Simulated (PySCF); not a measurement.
Energy of Fe (iron, neutral) between two integer charges

The 4s beta orbital of [Ar] 3d6 4s2 is emptied in steps (occupation f), with all orbitals relaxed, ending at [Ar] 3d6 4s1. All numbers are calculated (PySCF 2.14, the non-relativistic Hamiltonian (point nucleus), in aug-pcseg-2 (7s5p4d3f2g, 81 functions)). The exact energy is a straight line in f; departures are measured from the line between the end points of the same method.

| f | BHandHLYP (eV) |
| --- | --- |
| 1 | 0.000 |
| 0.75 | -0.299 |
| 0.5 | -0.407 |
| 0.25 | -0.314 |
| 0 | 0.000 |

```tsv
method	E(f=0) − E(f=1) (eV)	−ε at f=1 (eV)	−ε at f=0.5 (eV)
BHandHLYP	7.659	6.095	7.619
```

Orbital energy along the path (eV):

```
   f  BHandHLYP
   1     -6.095
0.75     -6.838
 0.5     -7.619
0.25     -8.458
   0     -9.346
```

Reference removal energy between the ground levels: 7.902 eV (measured; NIST Atomic Spectra Database, ionization energies). The calculation has no spin-orbit coupling.
